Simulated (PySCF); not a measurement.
Ligands exchanged one at a time, B NH2-SH. Gas-phase values, no solvent. One relaxed conformer stands for each flexible species; it need not be the lowest. Strings in code marks are SMILES.

The S1–T1 gap (TDA) from two functionals at the same geometries (PBE0-D4/def2-TZVP), both in PySCF: PBE-D3(BJ)/def2-TZVP and PBE0-D4/def2-TZVP. Excitations are Tamm–Dancoff values on a coarser integration grid. The basis has no diffuse functions, so Rydberg states are missing or too high.

| species | PBE-D3(BJ)/def2-TZVP (eV) | PBE0-D4/def2-TZVP (eV) |
|---|---|---|
| 0 of 3 NH2 replaced by SH | 0.19 | 0.29 |
| 1 of 3 NH2 replaced by SH (`NB(N)S` (N–B–S–H torsion 180°)) | 0.29 | 0.46 |
| 2 of 3 NH2 replaced by SH (`NB(S)S` (S–B–S–H torsion -180°, S–B–S–H torsion 0°)) | 0.27 | 0.43 |
| 3 of 3 NH2 replaced by SH (`SB(S)S`) | 0.37 | 0.66 |

Over these rows, drawn at random from the members with no instability flagged (it was tested for open shells, ions and some series alone), PBE minus PBE0-D4: mean -0.18 eV, from -0.30 eV to -0.11 eV.
